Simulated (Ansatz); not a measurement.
`[F][Ga]([Cl])[Cl]` + `[F][GaH2]` → 2 `[F][GaH][Cl]` at 600 K and 1 bar (redistribution).

Gas-phase electronic energies from Ansatz, PBE0-D4/def2-TZVP geometries. CCSD(T)/CBS is the MP2 limit (def2-TZVPP, def2-QZVPP) plus CCSD(T) − MP2 in def2-TZVPP, frozen cores. For Ga outer-core shells are correlated without core-valence functions, which leaves a few kJ/mol of doubt a bond. Scalar relativity is left out up to krypton.

```csv
species,CCSD(T)/CBS energy (Eh),H − E (kJ/mol),S (J/(mol·K))
`[F][Ga]([Cl])[Cl]`,-2943.43698,52.2,377.3
`[F][GaH2]`,-2024.95631,68.4,292.7
`[F][GaH][Cl]`,-2484.20089,60.4,341.3
```

H − E and S are ideal-gas, rigid-rotor, harmonic terms from PBE0-D4/def2-TZVP. 1 Eh = 2625.50 kJ/mol, R = 8.31446 J/(mol·K).

Task: By hand: ΔE, ΔH, ΔS and ΔG.

Result: ΔE = 2 × (-2484.20089) − (-2943.43698) − (-2024.95631) = -0.00849 Eh = -22.3 kJ/mol. Δ(H − E) = 2 × 60.4 − 52.2 − 68.4 = 0.2, so ΔH = -22.1 kJ/mol. ΔS = 2 × 341.3 − 377.3 − 292.7 = 12.6 J/(mol·K). ΔG = -22.1 − 600 × (12.6)/1000 = -29.7 kJ/mol.

Task: By hand: the equilibrium constant, and the temperature at which ΔG would vanish if ΔH and ΔS stayed fixed.

Result: log₁₀ K = −ΔG/(RT ln 10) = 2.6. ΔH and −TΔS have one sign here, so there is no such temperature.

TΔS isn't small against ΔH here. A doubt of 5 kJ/mol in ΔE shifts log₁₀ K by 0.4 here. These are equilibria of isolated gas molecules and say nothing of rates. Largest T1 diagnostic: 0.014 (customary marks: 0.02 for closed shells, 0.045 for open ones).
